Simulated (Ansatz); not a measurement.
# Which is lower?

The two ends of one reaction step of Si2NH6ClF2, closed shell (PBE0-D4/def2-TZVP).

A:

```
12
angstrom
Si -1.0080 0.8447 -1.2848
Si 0.6208 -1.4526 1.9487
F -2.1240 1.4531 -2.2251
F -1.1763 -0.7180 -1.4263
Cl -1.4390 1.4493 0.5968
H 1.2500 -0.8462 0.7485
N 0.5614 1.2741 -1.6732
H 0.5531 -0.4421 3.0345
H 1.4425 -2.6036 2.4044
H -0.7465 -1.9217 1.6161
H 1.0591 0.8744 -2.4502
H 1.0067 2.0887 -1.2896
```

B:

```
12
angstrom
Si -1.4102 -0.1615 -0.4223
Si 0.0425 -1.1215 1.1166
F -0.9337 -0.2674 -1.9366
F -2.8088 -0.9223 -0.4048
Cl -1.8679 1.8003 -0.0555
H 2.2598 0.7491 -0.3050
N 1.3116 1.0032 -0.5541
H 0.5474 -0.0883 2.0518
H 1.1565 -1.7993 0.4088
H -0.6996 -2.1461 1.9053
H 1.2494 1.0014 -1.5654
H 1.1529 1.9525 -0.2391
```

Program: Ansatz 0.2.0. Basis: def2-TZVPP. Cores are frozen in the correlated methods. B3LYP uses VWN-RPA correlation.

Problem. Which structure is lower at CCSD(T), and by how much? (To be estimated.)

Solution. By the calculation: A, by 60.0 kJ/mol (electronic energy, against the other). By their contacts, A is a complex of SiNH₂ClF₂ ([NH2][Si]([F])([F])[Cl]) + SiH₄ and B is a complex of Si₂H₃ClF₂ ([F][Si]([F])([SiH3])[Cl]) + NH₃.

All methods give the same order:

```csv
method,E(B) − E(A) (kJ/mol)
SPW92,33.5
PBE-D4,33.1
BLYP-D4,44.8
r2SCAN-D4,51.9
B97M-V,54.3
PBE0-D4,43.7
B3LYP-D4,52.9
r2SCAN0-D4,57.1
BHLYP-D4,62.7
CAM-B3LYP-D4,61.1
wB97X-V,54.7
wB97M-V,57.7
B2PLYP,62.2
PBE-QIDH,57.0
RPA on PBE,60.9
HF,89.1
MP2,64.5
CCSD,64.6
CCSD(T),60.0
```

The T1 diagnostic stays at or below 0.012.

Labels in which every atom is bracketed show which atoms are joined, not bond orders.

For scale, one of the runs: CCSD(T)/def2-TZVPP, 303 basis functions, launched by `ansatz run in.yaml --threads 5 --pin off --events-out ev --progress --plain --max-ram 66560MiB --backend cuda --devices 0, --max-vram 37GiB`. Hardware: 5 CPU threads of an AMD EPYC 7R13 and a share of one NVIDIA H100, shared host. Wall time 19 s; peak host memory 0.83 GiB.
